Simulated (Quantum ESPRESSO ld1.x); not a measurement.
All-electron atom: Ir IV in [Xe] 4f14 5d6. Method: Dirac Kohn-Sham, BLYP, spin-unpolarised, spherical densities, point nucleus; open shells fill j = l - 1/2 first; computed with ld1.x of Quantum ESPRESSO 7.5.

Unscreened Slater integrals over Kohn-Sham orbitals (eV). Large and small components are both included.

F0(5d5/2,5d5/2): 15.609
F2(5d5/2,5d5/2): 8.1409
F4(5d5/2,5d5/2): 5.3962
F0(5d5/2,5d3/2): 15.838
F2(5d5/2,5d3/2): 8.2545
G2(5d5/2,5d3/2): 8.2450
G4(5d5/2,5d3/2): 5.4672
F0(5d5/2,5p3/2): 17.726
F2(5d5/2,5p3/2): 8.8074
G1(5d5/2,5p3/2): 10.636
G3(5d5/2,5p3/2): 6.5802
F0(5d5/2,4f7/2): 20.163
F2(5d5/2,4f7/2): 4.6764
F4(5d5/2,4f7/2): 2.1776
G1(5d5/2,4f7/2): 1.5795
G3(5d5/2,4f7/2): 1.4638
G5(5d5/2,4f7/2): 1.1644
F0(5d5/2,4f5/2): 20.192
F2(5d5/2,4f5/2): 4.6118
F4(5d5/2,4f5/2): 2.1351
G1(5d5/2,4f5/2): 1.5233
G3(5d5/2,4f5/2): 1.4223
G5(5d5/2,4f5/2): 1.1337
F0(5d3/2,5d3/2): 16.079
F2(5d3/2,5d3/2): 8.3864
F0(5d3/2,5p3/2): 18.083
F2(5d3/2,5p3/2): 9.1041
G1(5d3/2,5p3/2): 11.168
G3(5d3/2,5p3/2): 6.9095
F0(5d3/2,4f7/2): 20.714
F2(5d3/2,4f7/2): 4.9576
G3(5d3/2,4f7/2): 1.5876
G5(5d3/2,4f7/2): 1.2587
F0(5d3/2,4f5/2): 20.744
F2(5d3/2,4f5/2): 4.8901
G1(5d3/2,4f5/2): 1.6762
G3(5d3/2,4f5/2): 1.5472
F0(5p3/2,5p3/2): 21.199
F2(5p3/2,5p3/2): 11.431
F0(5p3/2,4f7/2): 26.135
F2(5p3/2,4f7/2): 8.0560
G2(5p3/2,4f7/2): 3.1389
G4(5p3/2,4f7/2): 2.6308
F0(5p3/2,4f5/2): 26.192
F2(5p3/2,4f5/2): 7.9670
G2(5p3/2,4f5/2): 3.0434
G4(5p3/2,4f5/2): 2.5629
F0(4f7/2,4f7/2): 46.323
F2(4f7/2,4f7/2): 22.790
F4(4f7/2,4f7/2): 14.464
F6(4f7/2,4f7/2): 10.454
F0(4f7/2,4f5/2): 46.648
F2(4f7/2,4f5/2): 22.946
F4(4f7/2,4f5/2): 14.562
G2(4f7/2,4f5/2): 22.840
G4(4f7/2,4f5/2): 14.498
G6(4f7/2,4f5/2): 10.480
F0(4f5/2,4f5/2): 46.979
F2(4f5/2,4f5/2): 23.109
F4(4f5/2,4f5/2): 14.666
